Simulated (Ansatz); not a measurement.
Coupled-cluster diagnostics for SiClMe3 (C3H9ClSi), Ansatz.

Geometry of the singlet (PBE-D4/def2-SVP):

Cartesian coordinates in Å:
```
Si 0.231 -0.303 -0.153
Cl 1.419 -1.857 -0.940
C -1.562 -0.698 -0.565
H -1.707 -0.777 -1.661
H -2.233 0.099 -0.182
H -1.870 -1.660 -0.108
C 0.786 1.300 -0.969
H 1.855 1.503 -0.756
H 0.188 2.156 -0.589
H 0.657 1.249 -2.069
C 0.515 -0.261 1.707
H 1.581 -0.062 1.940
H 0.236 -1.228 2.171
H -0.097 0.539 2.175
```

Correlated methods freeze 13 core orbitals.

Q: Estimate the CCSD(T) correlation energy, the shares of MP2 and (T), T1 and the reference's ⟨S²⟩ for: charge 0, singlet, own geometry in def2-TZVP; and the rough time on 4 threads of Arm Neoverse V1 on a shared host.

A: 
```tsv
state	basis	correlation (eV)	MP2 share (%)	(T) share (%)	T1	⟨S²⟩ (pure)	wall time
charge 0, singlet, own geometry	def2-TZVP	-25.199	88.7	3.8	0.009	0.00 (0.00)	94 s
```
Customary marks for T1 are 0.02 (closed shells), 0.045 (open shells) and about 0.05 (3d metals). T1 stays under 0.02 throughout.
